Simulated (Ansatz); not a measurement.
## Worked example: C2H8OSi + Si3H8O2 → CH8OSi2 + CH8O2Si2

Species: C2H8OSi `CO[SiH2]C`, singlet; Si3H8O2 `O[SiH]([SiH3])O[SiH3]`, singlet; CH8OSi2 `CO[SiH2][SiH3]`, singlet; CH8O2Si2 `CO[SiH](O)[SiH3]`, singlet. The partners trade CH3 for SiH3: Si–CH3 and O–SiH3 bonds give way to Si–SiH3 and O–CH3.

Shapes, held fixed at every level: PBE0-D4/def2-TZVP. Flexible molecules stand in one conformer, not always the lowest. Programs: Ansatz 0.2.0. The zero-point and thermal change to 298 K, harmonic and unscaled (PBE0-D4/def2-TZVP), is +1.5 kJ/mol.

At CCSD(T)/CBS estimate; 1 Eh = 2625.50 kJ/mol:

| species | energy (Eh) |
| --- | --- |
| C2H8OSi | -445.208959 |
| Si3H8O2 | -1022.524131 |
| CH8OSi2 | -696.208639 |
| CH8O2Si2 | -771.445421 |

Problem. Work out ΔH(298 K) of the reaction at this level.

Solution. 
1. Products less reactants: (-696.208639) + (-771.445421) − [(-445.208959) + (-1022.524131)] = 0.079030 Eh = +207.5 kJ/mol.
2. With the thermal change: +207.5 + (+1.5) = +209.0 kJ/mol.

Other levels give +179.5 (PBE-D4/def2-TZVPP) to +209.0 kJ/mol (wB97M-V/def2-TZVPP). No measured value is set beside it here. The CBS estimate extrapolates MP2 from def2-TZVPP and def2-QZVPP and adds CCSD(T) − MP2 in the triple-zeta set, cores frozen.
